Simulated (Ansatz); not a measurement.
`COB(N)O[SiH3]` + `CC(C)C` → `CB(N)O[SiH3]` + `COC(C)C`  (formal exchange of groups at a B–O bond)

Program: Ansatz. Geometries: PBE0-D4/def2-TZVP. ΔE: electronic, gas phase. CBS: MP2 limit from def2 TZ/QZ plus the TZ coupled-cluster correction, frozen cores. Functionals use def2-TZVPP. B3LYP here is the variant with VWN-RPA as its local correlation; programs differ in this. One conformer a species, not always the lowest.

Question: Is it downhill or uphill in electronic energy at CCSD(T)/CBS, and by how much? (Best estimate.)

Answer: Ansatz gave: Uphill: ΔE = +130.8 kJ/mol.

Question: What do these levels give: PBE-D4, B3LYP-D4, B2PLYP, PBE0, B3LYP, HF/CBS(def2)? (Estimate.)

Answer: The calculation gave: PBE-D4 119.7, B3LYP-D4 128.0, B2PLYP 130.5, PBE0 126.0, B3LYP 127.9, HF/CBS(def2) 141.4 kJ/mol.

Largest T1 diagnostic among the species: 0.011.

From PBE to PBE0 (25 % exact exchange), in def2-TZVPP and without D4, ΔE moves by +6.3 kJ/mol. In def2-TZVPP, CCSD(T) changes the Hartree–Fock value by −10.3 kJ/mol (the triples alone add −2.2 kJ/mol) and MP2 by −6.4 kJ/mol.
